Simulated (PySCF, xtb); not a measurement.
C4H5Br, SMILES BrC1=CCC1.

GFN2-xTB (xtb) at its own geometry gives an orbital gap of 4.39 eV and a dipole moment of 3.42 D.

Geometry: PBE-D3(BJ)/def2-SVP.

What does PBE/def2-TZVP in PySCF give? (An estimate is asked for; the answer gives what the named calculation found.)

gap 4.83 eV (levels -5.88 and -1.05 eV), dipole 1.71 D.
